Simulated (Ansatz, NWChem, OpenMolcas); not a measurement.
# TlCl (SMILES [Cl][Tl]): the dipole moment, rung by rung

TlCl: 2 atoms, total charge 0, spin state singlet. As SMILES, `[Cl][Tl]`. Geometry: the measured bond length.

```tsv
atom	x (Å)	y (Å)	z (Å)
Cl	0.0000	0.0000	0.0000
Tl	0.0000	0.0000	2.4848
```

Each level gives the dipole moment (D). The values are calculated.

```tsv
level	kind	program	value (D)	CPU time
BLYP/def2-TZVPP (core potential)	GGA	OpenMolcas	4.04	12 s
PBE/def2-TZVPP (core potential)	GGA	NWChem	?	22 s
PBEsol-D3(BJ)-ATM/def2-TZVPP (core potential)	GGA	Ansatz	?	1.4 s
revPBE/def2-TZVPP (core potential)	GGA	NWChem	4.13	22 s
TPSS/def2-TZVPP (core potential)	meta-GGA	OpenMolcas	4.22	17 s
r2SCAN/def2-TZVPP (core potential)	meta-GGA	NWChem	4.25	24 s
M06-2X/def2-TZVPP (core potential)	hybrid meta-GGA	OpenMolcas	4.70	15 s
PBE0/def2-TZVPP (core potential)	global hybrid	OpenMolcas	4.37	14 s
```

(1) Estimate what the levels marked ? give.

## Answers

(1) As computed at these levels: PBE/def2-TZVPP (core potential): 4.09 D; PBEsol-D3(BJ)-ATM/def2-TZVPP (core potential): 4.07 D. The values span 4.04 to 4.70 D. Times are those of the runs behind each value, whatever else they computed, on shared processors of several kinds: orders of magnitude only.
